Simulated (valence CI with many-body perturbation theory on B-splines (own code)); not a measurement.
## Questions on Lu40+

Computed by valence CI with perturbative core correlation (CI+MBPT): three valence electrons over a frozen Dirac-Fock core [Ar] 3d10, radial functions for each j: 11 s, 11 p, 10 d, 8 f, 5 g, 2 h, with the one-electron correlation potential Σ1 (screened to all orders), the two-electron term Σ2, the three-electron term Σ3, Breit, model QED; selected single and double excitations, second order for the rest, scaled by the run's own slope (own B-spline code, finite nucleus).

No measured spectrum was set against this ion. As an estimate, large intervals hold to a few tenths of a per cent, small ones and those within an open d or f shell to about a per cent.

Levels are named by their leading jj configuration (3d3/2^4 stands for four electrons in 3d with j = 3/2), which in mixed levels can hold well under half, so a name can repeat and another be missing.

Rates and lifetimes use the calculated energies. Strong lines usually hold to 10 to 20 %, long lifetimes can be off by a factor of two.

Question: What is the ground level?

Answer: (4s^2 4p1/2) J=1/2, composition 99 % 4s2 4p 2P°, g = 0.660.

Question: How well does LS coupling describe the low levels?

Answer: Among the lowest 20 levels the leading LS term, summed over configurations, holds 66 % on average. For single configurations the figures are 63 % in LS and 90 % in jj coupling. Terms mix most in the J = 5/2 level at 322.54 eV, where the leading one holds 34 %.

Question: Among levels below 736.34 eV, which E1 lines absorb most strongly from the ground level?

Answer: to (4s^2 4d3/2) J=3/2 at 5.431 nm, f = 0.816; to (4s 4p1/2 4p3/2) J=3/2 at 7.097 nm, f = 0.389; to (4s 4p1/2 4p3/2) J=1/2 at 6.991 nm, f = 0.379.

Question: Name the longest-lived excited levels whose lifetime is computed, and their main decay.

Answer: (4s 4p3/2 4d5/2) J=9/2 at 392.02 eV lives 497 ns, mostly by M1 to (4s 4p1/2 4d5/2) J=7/2; (4s^2 4p3/2) J=3/2 at 78.66 eV lives 425 ns, mostly by M1 to (4s^2 4p1/2) J=1/2.

Question: Where does the other parity begin?

Answer: At (4s 4p1/2^2) J=1/2, 89.17 eV.

Question: What is the ionisation energy?

Answer: 1933.8 eV; NIST lists 1933 ± 4 eV (theoretical).
